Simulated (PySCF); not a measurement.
Spinor energies of Ge (germanium, neutral)

Start: [Ar] 3d10 4s2 4p2; 4p1/2 filled at m_j = -1/2, +1/2. Calculated with PySCF 2.14 in x2c-SVPall-2c (5s6p3d, 38 functions): generalised Hartree-Fock with the X2C-1e Hamiltonian and a Gaussian nucleus; one run each with spin-orbit coupling (SO) switched off, then screened by Boettger's factors.

```tsv
spinor shell	electrons	ε, spin-free (eV)	ε, screened SO (eV)	weight of nominal j (screened SO)	rms radius, screened SO (bohr)
1s1/2	2	-11174.7	-11174.5	1.000	0.0542
2s1/2	2	-1452.9	-1452.9	1.000	0.227
2p1/2	2	-1265.3	-1287.2	1.000	0.201
2p3/2	4	-1265.3	-1254.6	1.000	0.204
3s1/2	2	-201.33	-201.28	1.000	0.668
3p1/2	2	-141.63	-144.75	0.999	0.694
3p3/2	4	-141.63	-140.04	0.999	0.704
3d3/2	4	-43.443	-43.807	0.989	0.816
3d5/2	6	-43.443	-43.129	0.993	0.818
4s1/2	2	-15.321	-15.299	0.999	2.36
4p1/2	2	-7.784	-7.807	0.548	3.04
```

| quantity | spin-free | screened SO |
| --- | --- | --- |
| E (hartree) | -2096.68418 | -2096.74789 |
| M_J | 0 | 0 |
| ⟨J²⟩ | 2.009 | 1.752 |
| ⟨L²⟩ | 2.006 | 2.006 |
| ⟨S²⟩ | 2.003 | 1.996 |

The determinant has a definite M_J but mixes levels of different J.

Each row is a mean over spinors that exchange with the open shell spreads, by up to 4.069 eV (4s1/2).

Rows whose weight is well below 1 are mixtures of j = l ± 1/2: exchange outweighs spin-orbit coupling there, and the label is only the starting occupation.

Without spin-orbit coupling the j labels of p, d and f shells carry no meaning; the spin-free column gives the mean over the occupied spinors of each nl shell.
